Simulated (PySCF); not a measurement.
# Peak assignment

Bonds (- single, = double, # triple, : aromatic): C1=N2, N2-Si3, Si3-C4, C4-C5, C5-C6, C6-C7, C7-F8, C7-F9, C7-F10, C6-C4. C1 carries H11, H12; Si3 carries H13, H14; C4 carries H15; C5 carries H16, H17; C6 carries H18. Stereochemistry as in C=N[SiH2][C@@H]1C[C@@H]1C(F)(F)F. H12 is cis to Si3; H16 is cis to Si3 on the ring; H14 is pro-R; H13 is pro-S; H11 is trans to Si3; H17 is trans to Si3 on the ring.

Computational details: GIAO PBE0/pcSseg-1 shieldings, geometry from GFN2-xTB, in PySCF (equivalent nuclei averaged, one conformer, in vacuum, relativity neglected).

Chemical shifts δ = σref − σ; ¹³C, ¹H vs TMS, all at this level.

Problem. Assign these signals to the numbered atoms. ¹³C{¹H} NMR (computed): δ 174.7 (CH2), 137.1 (C), 19.8 (CH), 9.7 (CH2), 3.5 (CH).

Solution. 
```tsv
δ (ppm)	atoms	environment	reason
174.7	C1	C=N carbon	–
137.1	C7	CF3 carbon	3 electronegative neighbours deshield it
19.8	C6	three-membered-ring carbon	carbons of three-membered rings are unusually shielded
9.7	C5	three-membered-ring carbon	–
3.5	C4	three-membered-ring carbon	–
```

Problem. Assign these signals to the numbered atoms. ¹H NMR (400 MHz, computed): δ 8.73 (m, 1H), 8.73 (m, 1H), 5.43 (m, 1H), 4.82 (m, 1H), 1.61 (m, 1H), 1.07 (m, 1H), 0.81 (m, 1H), 0.80 (m, 1H).

Solution. 
8.73 → H12, hydrogen on a C=N carbon
8.73 → H11, hydrogen on a C=N carbon
5.43 → H13, hydrogen on a silicon bonded to C, N
4.82 → H14, hydrogen on a silicon bonded to C, N
1.61 → H18, hydrogen on a three-membered-ring carbon
1.07 → H17, hydrogen on a three-membered-ring carbon: cyclopropane-type protons are shielded by the ring
0.81 → H16, hydrogen on a three-membered-ring carbon
0.80 → H15, hydrogen on a three-membered-ring carbon

H12 and H11; H16 and H15 lie closer than the usual error of such a calculation, so a measured spectrum could show them in the other order.

Splittings by ¹⁹F in the carbon and heteronuclear signals aren't shown, as no couplings were computed. Shifts are as computed. Against solution values, carbons near 30 ppm lie about +3 ppm off and those near 130 ppm about +5 ppm. Of 1211 compounds with measured shifts, 218 miss one by over three times the rms of a fit or turn the order of signals round; such compounds aren't used in these exercises. Multiplicities follow the n + 1 count of equivalent neighbours, as no J values were calculated; m marks all less simple cases, F and P coupling included.
